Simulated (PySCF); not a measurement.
A structure optimised at TPSSh-D3(BJ)/def2-TZVP, used in a PySCF frequency run:

```xyz
6

Al     0.0000     0.0000    -1.2976
Al     0.0000     0.0000     1.2976
H      0.9547     0.9547    -2.1417
H     -0.9547    -0.9547    -2.1417
H      0.9547    -0.9547     2.1417
H     -0.9547     0.9547     2.1417
```

**Question.** Write its SMILES, formula and point group.

**Answer.** [AlH2][AlH2], Al2H4, D2d

**Question.** What are its rotational constants (standard atomic weights)?

**Answer.** 68.760, 4.4712, 4.4712 GHz
